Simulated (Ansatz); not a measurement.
# Nudged elastic band run: CH5B2F

input.yaml

```yaml
crystal:
  periodic: [false, false, false]
  atoms:
    - { symbol: B, position_ang: [-0.302732, 1.1835, -0.469096] }
    - { symbol: C, position_ang: [0.548717, 0.137824, 0.302432] }
    - { symbol: B, position_ang: [-0.178523, -1.241176, 0.214054] }
    - { symbol: F, position_ang: [-0.734009, -1.767617, 1.295928] }
    - { symbol: H, position_ang: [-0.450689, 1.080565, -1.66608] }
    - { symbol: H, position_ang: [-0.852884, 2.094713, 0.105328] }
    - { symbol: H, position_ang: [1.459383, -0.02368, -0.30852] }
    - { symbol: H, position_ang: [0.789684, 0.412368, 1.338329] }
    - { symbol: H, position_ang: [-0.278949, -1.876487, -0.812385] }
basis:
  gaussian: { orbitals: def2-SVP }
hamiltonian:
  xc: pbe0
  dispersion: d4
neb:
  order_check: false
  images: 5
  f_tol: 0.03
  max_iterations: 60
  final_atoms:
    - { symbol: B, position_ang: [-0.30204862, 1.18371318, -0.47010139] }
    - { symbol: C, position_ang: [0.54764059, 0.13866164, 0.30339843] }
    - { symbol: B, position_ang: [-0.17859773, -1.24076447, 0.21390855] }
    - { symbol: F, position_ang: [-0.72918041, -1.77126821, 1.29615281] }
    - { symbol: H, position_ang: [-0.85585847, 2.09272505, 0.10381558] }
    - { symbol: H, position_ang: [-0.44712024, 1.08242728, -1.66762155] }
    - { symbol: H, position_ang: [1.45941803, -0.02522756, -0.30524593] }
    - { symbol: H, position_ang: [0.78691066, 0.41285588, 1.33969771] }
    - { symbol: H, position_ang: [-0.2811658, -1.87311278, -0.81401422] }
  initial_path:
    images:
      - { positions_ang: [[-0.302732, 1.1835, -0.469096], [0.548717, 0.137824, 0.302432], [-0.178523, -1.241176, 0.214054], [-0.734009, -1.767617, 1.295928], [-0.450689, 1.080565, -1.66608], [-0.852884, 2.094713, 0.105328], [1.459383, -0.02368, -0.30852], [0.789684, 0.412368, 1.338329], [-0.278949, -1.876487, -0.812385]] }
      - { positions_ang: [[-0.31843738, 1.18456972, -0.45641849], [0.55842078, 0.13710681, 0.2927912], [-0.15986258, -1.24998729, 0.18398917], [-0.82044101, -1.7290585, 1.20878229], [-0.64923889, 1.0049627, -1.54691798], [-0.69123947, 2.16170932, 0.04896051], [1.49215284, 0.0178217, -0.27193971], [0.75496038, 0.39584873, 1.33664311], [-0.16631667, -1.92296319, -0.79590011]] }
      - { positions_ang: [[-0.33414276, 1.18563945, -0.44374098], [0.56812457, 0.13638963, 0.28315039], [-0.14120216, -1.25879858, 0.15392435], [-0.90687302, -1.6905, 1.12163658], [-0.84778879, 0.9293604, -1.42775597], [-0.52959494, 2.22870564, -0.00740697], [1.52492269, 0.05932339, -0.23535941], [0.72023675, 0.37932947, 1.33495722], [-0.05368434, -1.96943938, -0.77941521]] }
      - { positions_ang: [[-0.34984814, 1.18670917, -0.43106346], [0.57782835, 0.13567244, 0.27350959], [-0.12254174, -1.26760987, 0.12385952], [-0.99330503, -1.6519415, 1.03449087], [-1.04633868, 0.85375809, -1.30859395], [-0.36795041, 2.29570196, -0.06377446], [1.55769253, 0.10082509, -0.19877912], [0.68551313, 0.3628102, 1.33327133], [0.05894798, -2.01591557, -0.76293032]] }
      - { positions_ang: [[-0.33391497, 1.1857105, -0.44407611], [0.56776576, 0.13666884, 0.28347254], [-0.14122707, -1.2586614, 0.15387587], [-0.90526349, -1.69171707, 1.12171152], [-0.98284528, 1.26674708, -0.83779078], [-0.39434035, 1.89127707, -0.59839015], [1.52493436, 0.05880754, -0.23426806], [0.71931231, 0.37949209, 1.33541345], [-0.05442328, -1.96831464, -0.77995829]] }
      - { positions_ang: [[-0.31798179, 1.18471184, -0.45708875], [0.55770318, 0.13766524, 0.29343548], [-0.1599124, -1.24971294, 0.18389221], [-0.81722195, -1.73149264, 1.20893217], [-0.91935187, 1.67973606, -0.3669876], [-0.4207303, 1.48685218, -1.13300585], [1.4921762, 0.01678999, -0.26975699], [0.75311148, 0.39617399, 1.33755558], [-0.16779454, -1.92071371, -0.79698625]] }
      - { positions_ang: [[-0.30204862, 1.18371318, -0.47010139], [0.54764059, 0.13866164, 0.30339843], [-0.17859773, -1.24076447, 0.21390855], [-0.72918041, -1.77126821, 1.29615281], [-0.85585847, 2.09272505, 0.10381558], [-0.44712024, 1.08242728, -1.66762155], [1.45941803, -0.02522756, -0.30524593], [0.78691066, 0.41285588, 1.33969771], [-0.2811658, -1.87311278, -0.81401422]] }
```

Launched with:

```bash
$ ansatz run input.yaml --threads 1 --pin off --max-ram 2048MiB --backend cpu --events-out ev --progress --plain --runs-dir out
```

Output, in part (warnings, iteration lines, the closing report on the highest movable image, with atoms numbered from 0):

```
NEB end point (image 0): max|allowed force component| = 3.643e-3 eV/Å (the criterion of neb.relax_end_points is 1.000e-2)
NEB end point (image 6): max|allowed force component| = 5.401e-3 eV/Å (the criterion of neb.relax_end_points is 1.000e-2)
NEB iter   1: max|band force component| = 4.438e1 eV/Å  barrier→ = 14.4590 eV  barrier← = 14.4590 eV  Δτ_max = 0.1990 Å  (166 SCF iters)
NEB iter   2: max|band force component| = 2.353e1 eV/Å  barrier→ = 6.8933 eV  barrier← = 6.8933 eV  Δτ_max = 0.1956 Å  (137 SCF iters)
NEB iter   3: max|band force component| = 7.055e0 eV/Å  barrier→ = 3.0238 eV  barrier← = 3.0238 eV  Δτ_max = 0.1972 Å  (138 SCF iters)
NEB iter   4: max|band force component| = 2.869e0 eV/Å  barrier→ = 1.2577 eV  barrier← = 1.2577 eV  Δτ_max = 0.2000 Å  (141 SCF iters)
NEB iter   5: max|band force component| = 1.653e0 eV/Å  barrier→ = 0.6473 eV  barrier← = 0.6473 eV  Δτ_max = 0.1966 Å  (134 SCF iters)
NEB iter   6: max|band force component| = 5.964e-1 eV/Å  barrier→ = 0.1592 eV  barrier← = 0.1592 eV  Δτ_max = 0.1339 Å  (126 SCF iters)
NEB iter   7: max|band force component| = 3.985e-1 eV/Å  barrier→ = 0.1191 eV  barrier← = 0.1191 eV  CI = image 2  Δτ_max = 0.0779 Å  (123 SCF iters)
NEB iter   8: max|band force component| = 3.212e-1 eV/Å  barrier→ = 0.1217 eV  barrier← = 0.1217 eV  CI = image 2  Δτ_max = 0.1659 Å  (118 SCF iters)
NEB iter   9: max|band force component| = 4.435e-1 eV/Å  barrier→ = 0.1222 eV  barrier← = 0.1222 eV  CI = image 2  Δτ_max = 0.0497 Å  (119 SCF iters)
NEB iter  10: max|band force component| = 3.057e-1 eV/Å  barrier→ = 0.1227 eV  barrier← = 0.1227 eV  CI = image 2  Δτ_max = 0.0837 Å  (119 SCF iters)
NEB iter  11: max|band force component| = 4.667e-1 eV/Å  barrier→ = 0.1203 eV  barrier← = 0.1203 eV  CI = image 2  Δτ_max = 0.0423 Å  (123 SCF iters)
NEB iter  12: max|band force component| = 1.281e-1 eV/Å  barrier→ = 0.1210 eV  barrier← = 0.1210 eV  CI = image 2  Δτ_max = 0.0482 Å  (114 SCF iters)
NEB iter  13: max|band force component| = 1.355e-1 eV/Å  barrier→ = 0.1213 eV  barrier← = 0.1213 eV  CI = image 2  Δτ_max = 0.0169 Å  (114 SCF iters)
NEB iter  14: max|band force component| = 3.228e-2 eV/Å  barrier→ = 0.1214 eV  barrier← = 0.1214 eV  CI = image 2  Δτ_max = 0.0094 Å  (112 SCF iters)
NEB iter  15: max|band force component| = 1.007e-2 eV/Å  barrier→ = 0.1214 eV  barrier← = 0.1214 eV  CI = image 2  Δτ_max = 0.0000 Å  (230 SCF iters)
Total energy: -5178.94064463 eV, -190.3225582781 hartree
Atom 0 at    -0.349888     1.183822    -0.427673 Å, force    -0.001548     0.000218    -0.000197 eV/Å
Atom 1 at     0.508030     0.092455     0.308445 Å, force    -0.000653    -0.002199     0.007522 eV/Å
Atom 2 at    -0.078844    -1.327303     0.106542 Å, force    -0.009008    -0.000117    -0.000046 eV/Å
Atom 3 at    -0.946659    -1.815526     0.986066 Å, force     0.003515     0.002133    -0.003182 eV/Å
Atom 4 at    -1.365620     0.924597    -1.035803 Å, force     0.000931     0.000049    -0.002851 eV/Å
Atom 5 at     0.001526     2.341806    -0.386880 Å, force    -0.001329     0.000830     0.001804 eV/Å
Atom 6 at     1.542254     0.212177    -0.063138 Å, force     0.000953     0.000002    -0.003358 eV/Å
Atom 7 at     0.530658     0.415421     1.368386 Å, force     0.003924     0.000412    -0.001598 eV/Å
Atom 8 at     0.158540    -2.027439    -0.855955 Å, force     0.003215    -0.001328     0.001905 eV/Å
Dipole moment:     0.230317     0.156134    -0.007506 e Å
```

The run converged. A vibrational analysis at the climbing image gives one clearly imaginary mode, 250i cm⁻¹: a first-order saddle point.

Final band (atoms are numbered from 1 in the order of the input):

```json
{"image": "0", "path coordinate (Å)": "0.00", "energy (eV)": "0.000", "dihedral H6–B1–C2–B3 (°)": "113"}
{"image": "1", "path coordinate (Å)": "0.89", "energy (eV)": "0.043", "dihedral H6–B1–C2–B3 (°)": "153"}
{"image": "2", "path coordinate (Å)": "1.79", "energy (eV)": "0.121", "dihedral H6–B1–C2–B3 (°)": "-178"}
{"image": "3", "path coordinate (Å)": "2.50", "energy (eV)": "0.078", "dihedral H6–B1–C2–B3 (°)": "-156"}
{"image": "4", "path coordinate (Å)": "3.20", "energy (eV)": "0.038", "dihedral H6–B1–C2–B3 (°)": "-125"}
{"image": "5", "path coordinate (Å)": "3.91", "energy (eV)": "0.013", "dihedral H6–B1–C2–B3 (°)": "-92"}
{"image": "6", "path coordinate (Å)": "4.62", "energy (eV)": "0.000", "dihedral H6–B1–C2–B3 (°)": "-65"}
```

Time of the run: 3 min on 1 CPU thread of a shared host.
